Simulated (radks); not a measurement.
Zr5+, 35 electrons, occupied as [Ar] 3d10 4s2 4p4 7p1 (not the ground configuration).

All-electron calculation, scalar-relativistic Kohn-Sham, r2SCAN, spin-polarised, spherical densities, finite nucleus; open shells are filled with parallel spins first (spin-orbit coupling, left out, can overturn this in heavy ions); meta-GGA in the generalised Kohn-Sham scheme; Fermi nuclear charge, rms radius 4.2694 fm. Program: a radial shooting solver on a logarithmic mesh with Libxc functionals.

Energy parts (hartree):
part                       energy
total                 -3590.33251
kinetic                3692.10338
electron-nucleus      -8546.50662
Hartree                1375.98813
exchange-correlation   -111.91740

Orbitals (lengths in bohr, moments of r in powers of bohr; <r^-3> diverges for s and p1/2; r(max) is where P^2 peaks):
orbital	occ.	eigenvalue (hartree)	r(max)	<r^2>	<r^-3>	<1/r>
1s up	1	-659.5481	0.02414	0.001854	-	41.25
1s down	1	-659.5288	0.02414	0.001854	-	41.25
2s up	1	-94.34423	0.1368	0.03112	-	9.267
2s down	1	-94.33986	0.1369	0.03112	-	9.267
2p up	3	-84.37096	0.1095	0.02455	2155	9.014
2p down	3	-84.35636	0.1095	0.02455	2154	9.014
3s up	1	-18.06406	0.4072	0.2391	-	3.154
3s down	1	-18.04905	0.4074	0.2390	-	3.152
3p up	3	-14.77818	0.4015	0.2471	348.5	2.990
3p down	3	-14.75915	0.4017	0.2467	348.2	2.990
3d up	5	-9.40461	0.3478	0.2453	45.23	2.746
3d down	5	-9.38211	0.3479	0.2440	45.31	2.749
4s up	1	-4.72997	1.053	1.492	-	1.175
4s down	1	-4.58755	1.052	1.501	-	1.174
4p up	3	-3.81709	1.131	1.758	55.09	1.070
4p down	1	-3.67847	1.129	1.772	54.83	1.067
7p up	1	-0.58200	7.729	57.06	3.376	0.1958

The highest occupied level is 7p up at -15.837 eV. The density falls to 0.001 e/bohr^3 at r = 2.67 bohr. The electron density at the nucleus is 7.607e+04 e/bohr^3 (large components only).
